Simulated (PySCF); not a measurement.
Al(Br)2(OMe) (CH3AlBr2O), SMILES C[O][Al]([Br])[Br].

The structure is a stationary point at PBE0-D3(BJ)/def2-SVP. Other conformers were not sampled.

Two levels are set side by side: TDDFT-PBE/def2-SVPD (PySCF) and TDDFT-B3LYP/def2-SVPD (PySCF). Vertical, same geometry. The lowest singlet is HOMO→LUMO 100 % with PBE and HOMO→LUMO 99 % with the other functional; states are paired by order. Differences are taken from unrounded values.

| quantity | TDDFT-B3LYP |
|---|---|
| lowest singlet excitation (eV) | 5.75 |
| lowest triplet excitation (TDA) (eV) | 5.51 |
| first bright state (f over 0.05) (eV) | 6.69 |
| its oscillator strength | 0.14 |

**Question.** What does TDDFT-PBE give, and how far is it from TDDFT-B3LYP? (Estimate from the structure and the level; the computed values follow.)

**Answer.** 
```json
[
 {"quantity": "lowest singlet excitation (eV)", "TDDFT-PBE": "5.10", "TDDFT-PBE minus TDDFT-B3LYP": "-0.65"},
 {"quantity": "lowest triplet excitation (TDA) (eV)", "TDDFT-PBE": "4.90", "TDDFT-PBE minus TDDFT-B3LYP": "-0.61"},
 {"quantity": "first bright state (f over 0.05) (eV)", "TDDFT-PBE": "6.02", "TDDFT-PBE minus TDDFT-B3LYP": "-0.67"},
 {"quantity": "its oscillator strength", "TDDFT-PBE": "0.14", "TDDFT-PBE minus TDDFT-B3LYP": "0.01"}
]
```

A lower first singlet is the usual sign of a functional without exact exchange. Differences between two approximate levels are no errors against the true value.

Rough cost on one machine, each run with all the roots and properties that it gave: TDDFT-B3LYP against TDDFT-PBE about 4 times.
